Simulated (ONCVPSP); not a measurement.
# Before and after: ONCV potential for Sn (Z = 50)

tin, optimised norm-conserving Vanderbilt (ONCV), made with ONCVPSP 4.0.1 (PBEsol, scalar-relativistic). Core [Ar] 3d10, reference 4s2 4p6 4d10 5s2 5p1 (charge +1). Waves: 4s+5s: rc 1.45 bohr, ncon 5, nbas 9, qcut 9.4 1/bohr, 2 projectors; 4p+5p: rc 1.75 bohr, ncon 5, nbas 9, qcut 9.3 1/bohr, 2 projectors; 4d: rc 1.00 bohr, ncon 3, nbas 6, qcut 9.9 1/bohr, local. Local part: the d channel. Core correction: none.

Change: p: rc 1.28.

Cutoffs: the cutoffs (Ha) at which the residual kinetic energy of the hardest occupied pseudo-wave falls to 1 and 0.1 mHa per electron; they do not see the model core or the augmentation charge, which bear on the density cutoff. Errors are all-electron minus pseudo energies relative to the spin-unpolarised reference configuration.

What does the change do?

The potential gets harder (44 Ha and 62 Ha → 44 Ha and 86 Ha); of the 4 tests that both files solve, the error grows in 1 and shrinks in 0 by more than 15 % and 0.3 meV (median size 2.5 → 2.2 meV); neither file shows a bound ghost. A smaller radius makes the pseudo-wave follow the all-electron one further in, where it bends more sharply, so more plane waves are needed.

| quantity | base | changed |
| --- | --- | --- |
| cutoff, loose | 44 Ha | 44 Ha |
| cutoff, tight | 62 Ha | 86 Ha |
| loose cutoff by channel | s 34 Ha, p 25 Ha, d 44 Ha | s 34 Ha, p 36 Ha, d 44 Ha |
| bound ghosts | none | none |
| GHOST(+) flags under 300 eV | none | none |
| error for 4s2 4p6 4d10 5s2 5p2, meV [ΔE -6.90 eV] | +1.5 | +1.3 |
| error for 4s2 4p6 4d10 5s2 5p0, meV [ΔE 13.97 eV] | -3.4 | -3.0 |
| error for 4s2 4p6 4d10 5s1 5p0, meV [ΔE 44.99 eV] | -10 | -9.7 |
| error for 4s2 4p6 4d10 5s1 5p2, meV [ΔE 7.69 eV] | -0.6 | -0.9 |
| s: phases at 1.47 bohr within 0.05 rad from the reference energy up to (Ha; the scan ends near 5) | to the end of the scan | to the end of the scan |
| d: phases at 1.01 bohr within 0.05 rad from the reference energy up to (Ha; the scan ends near 5) | to the end of the scan | to the end of the scan |
